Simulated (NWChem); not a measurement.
Species: GaSiH5; SMILES [GaH2][SiH3]

```xyz
7

Ga     0.0010     0.8217    -0.0020
H     -1.3604     1.6137     0.0130
H      1.3421     1.6463     0.0122
Si     0.0019    -1.5948    -0.0022
H     -0.2862    -2.0798     1.3880
H      1.3136    -2.1795    -0.4234
H     -1.0649    -2.1471    -0.8969
```
Atoms are numbered in this order, from 1.

The geometry was optimised at PBE0/def2-SVP.

Task: List the 4 lowest vertical singlet excitations from PBE/aug-cc-pVDZ, full TDDFT (NWChem).

Result: 
| state | energy (eV) | oscillator strength | leading excitation (squared amplitude) |
|---|---|---|---|
| S1 | 3.87 | 0.001 | HOMO → LUMO (0.99) |
| S2 | 4.50 | 0.000 | HOMO−1 → LUMO (1.00) |
| S3 | 5.59 | 0.001 | HOMO−3 → LUMO (0.99) |
| S4 | 5.73 | 0.005 | HOMO−2 → LUMO (0.91) |
